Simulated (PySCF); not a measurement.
# Radial density of Kr⁺ (krypton, charge +1)

MN15, [Ar] 3d10 4s2 4p5, 2P determinant. All numbers are calculated (PySCF 2.14, scalar relativity by spin-free X2C-1e, in jorge-DZP-DKH).

```
r (bohr)  4πr²ρ (e/bohr)  4πr²(ρα − ρβ)
0.000730          0.4057         0.0000
 0.00123          0.9725         0.0000
 0.00207           2.304         0.0000
 0.00347           5.304        -0.0001
 0.00584           11.48        -0.0001
 0.00983           22.37         0.0000
  0.0165           36.49         0.0012
  0.0278           44.62         0.0070
  0.0468           39.06         0.0264
  0.0787           40.72         0.0565
   0.132           53.33         0.0329
   0.223           34.03        -0.0004
   0.374           35.26         0.1326
   0.630           24.63         0.0084
    1.06           6.522         0.3972
    1.78           4.250         0.6172
    3.00          0.7045         0.1110
    5.04         0.01111         0.0019
```

Densities and radii are taken from the X2C orbitals without a picture-change correction, which distorts them close to the nucleus.
